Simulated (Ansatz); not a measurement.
Reaction (silylene formation by 1,1-elimination): `CBO[SiH2]F` → `CBO` + `F[SiH]`

Program: Ansatz. Geometries: PBE0-D4/def2-TZVP. ΔE: electronic, gas phase. CBS: MP2 limit from def2 TZ/QZ plus the TZ coupled-cluster correction, frozen cores. This one scheme is used for every species. Functionals use def2-TZVPP. One conformer a species, not always the lowest.

| species | ωB97M-V energy (Eh) |
| --- | --- |
| `CBO[SiH2]F` | -531.29007 |
| `CBO` | -141.23249 |
| `F[SiH]` | -389.94418 |

Q: Work out ΔE.

A: ΔE = (-141.23249) + (-389.94418) − (-531.29007) = 0.11340 Eh = +297.7 kJ/mol. CCSD(T)/CBS gives +308.9 kJ/mol.

Largest T1 diagnostic among the species: 0.015.

The D4 term adds +11.4 kJ/mol with B3LYP and +6.3 kJ/mol with PBE0; it sums over pairs of atoms, weighted by their polarisabilities, and B3LYP, whose exchange is more repulsive, gets the larger term. From PBE to PBE0 (25 % exact exchange), in def2-TZVPP and without D4, ΔE moves by +19.9 kJ/mol.

B3LYP here is the variant with VWN-RPA as its local correlation; programs differ in this.
